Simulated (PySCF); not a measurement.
**N²⁺ (nitrogen, charge +2): UHF calculation**

Configuration: [He] 2s2 3s1, 2S determinant (an excited configuration). Calculation: PySCF 2.14, in x2c-TZVPPall with one added diffuse shell each of s, p, d type (6s4p3d1f, 40 functions); scalar relativity by spin-free X2C-1e.

```
Total energy                        : -51.832779 hartree
One-electron energy                 : -62.6305 hartree
Hartree (Coulomb) energy            : 16.1097 hartree
Exchange energy                     : -5.3120 hartree
⟨S²⟩                                : 0.7501
⟨L²⟩                                : 0.000
Sum of ⟨r⟩                          : 5.868 bohr
Sum of ⟨r²⟩                         : 14.53 bohr²
Langevin diamagnetic susceptibility : -11.5 ×10⁻⁶ cm³/mol
```

| shell | electrons | mean orbital energy (eV) | rms radius, mean of both spins (bohr) |
| --- | --- | --- | --- |
| 1s α | 1 | -482.89 | 0.263 |
| 1s β | 1 | -482.48 | 0.263 |
| 2s α | 1 | -66.157 | 1.21 |
| 2s β | 1 | -65.425 | 1.21 |
| 3s α | 1 | -19.662 | 3.39 |

The outer electron is Rydberg-like, and this basis confines it to a smaller radius and binds it less than a complete one would.
